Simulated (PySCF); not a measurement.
**Radial density of Li(2+) (lithium, charge +2)**

r2SCAN, 1s1, 2S determinant. Computed with PySCF 2.14 in cc-pVTZ-DK (4s3p2d1f, 30 functions), with scalar relativity by spin-free X2C-1e.

```csv
r (bohr),4πr²ρ (e/bohr),4πr²(ρα − ρβ)
0.00985,0.01040,0.0104
0.0166,0.02802,0.0280
0.0279,0.07368,0.0737
0.0469,0.1846,0.1846
0.0788,0.4273,0.4273
0.133,0.8639,0.8639
0.223,1.400,1.4005
0.375,1.579,1.5791
0.631,0.9772,0.9772
1.06,0.2157,0.2157
1.78,0.007489,0.0075
3.00,3.584e-05,0.0000
```

Densities and radii are taken from the X2C orbitals without a picture-change correction, which distorts them close to the nucleus.

For one electron the Hartree and exchange-correlation energies should cancel; what remains is the self-interaction error.
